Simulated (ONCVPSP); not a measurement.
**Configuration tests for osmium (ONCV)**

- Element: Os
- Generator: ONCVPSP 4.0.1
- Type: optimised norm-conserving Vanderbilt (ONCV)
- Functional: LDA (Perdew-Wang 92)
- Relativity: scalar-relativistic
- Frozen core: [Kr] 4d10
- Valence charge: 30
- Reference configuration: 4f14 5s2 5p6 5d6 6s1 (charge +1)
- Partial waves: 5s+6s: rc 1.55 bohr, ncon 3, nbas 7, qcut 7 1/bohr, 3 projectors, debl 3.9 Ha; 5p: rc 1.10 bohr, ncon 4, nbas 8, qcut 8.6 1/bohr, 2 projectors, debl 1.1 Ha; 5d: rc 2.55 bohr, ncon 4, nbas 8, qcut 5 1/bohr, 2 projectors, debl 3.9 Ha; 4f: rc 0.85 bohr, ncon 4, nbas 9, qcut 20.8 1/bohr, local
- Local potential: the f channel
- Core correction: Teter function, fcfact 5.5, rcfact 1.2

In the p channel the program set the typed energies aside and used -2.175, 0.250 Ha.

Energies are relative to the spin-unpolarised reference configuration 4f14 5s2 5p6 5d6 6s1; without spin polarisation the order of configurations can differ from experiment.

| valence configuration | charge | ΔE all-electron (eV) | error AE − PS (meV) |
| --- | --- | --- | --- |
| 4f14 5s2 5p6 5d6 6s0 | +2 | 17.276 | -8.9 |
| 4f14 5s2 5p6 5d5 6s0 | +3 | 46.432 | +3.0 |
| 4f14 5s2 5p6 5d6 6s0 6p2 | 0 | 0.772 | -0.6 |

Question: What are ΔE and the potential's error for 4f14 5s2 5p6 5d6 6s2?

Answer: ΔE = -9.856 eV all-electron; the error (AE − PS) is +2.7 meV.

Levels in the configuration 4f14 5s2 5p6 5d6 6s0:

| level | all-electron (eV) | pseudo (eV) |
| --- | --- | --- |
| 4f | -69.567 | -69.784 |
| 5s | -109.104 | -109.200 |
| 5p | -68.334 | -68.383 |
| 5d | -23.228 | -23.247 |

Note: ghosts flagged at negative energy: s at -802.2 eV, p at -431.1 eV, d at -225.1 eV; no localised positive-energy state flagged. A true bound ghost makes a file unfit for plane-wave use.
